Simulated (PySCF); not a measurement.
# SbC: from constants to spectrum

ROHF constants of SbC, ²Σ⁺ (doublet), unpaired electrons σ ↑ (basis Sb aug-cc-pVDZ-PP with ECP28, C aug-cc-pVDZ; scalar-relativistic core potentials; PySCF 2.14; masses 120.9038 and 12.0000 u):

```
ωe              : 976.3 cm⁻¹
ωexe            : 4.29 cm⁻¹
Be              : 0.45272 cm⁻¹
αe              : 0.00259 cm⁻¹
D (centrifugal) : 3.89e-07 cm⁻¹
De to Sb + C    : -0.309 eV
```

Problem. Give the vibrational terms G(v) and spacings up to v = 6.

Solution. G(v) = ωe(v+½) − ωexe(v+½)².

| v | G(v) (cm⁻¹) | G(v) − G(v−1) | Bv (cm⁻¹) |
| --- | --- | --- | --- |
| 0 | 487 |  | 0.4514 |
| 1 | 1455 | 968 | 0.4488 |
| 2 | 2414 | 959 | 0.4462 |
| 3 | 3364 | 951 | 0.4437 |
| 4 | 4306 | 942 | 0.4411 |
| 5 | 5240 | 933 | 0.4385 |
| 6 | 6165 | 925 | 0.4359 |

Spin–orbit coupling is left out, which matters for elements this heavy, above all for dissociation energies. UHF is strongly spin-contaminated for SbC, so the ROHF reference used there is far from stable. Hartree–Fock leaves out correlation, which carries a large part of most bond energies and some tenths to 1 eV of ionisation energies. A negative De means that the minimum lies above the separated atoms at that level. The state was picked by a PBE0 search and need not be the measured ground state.
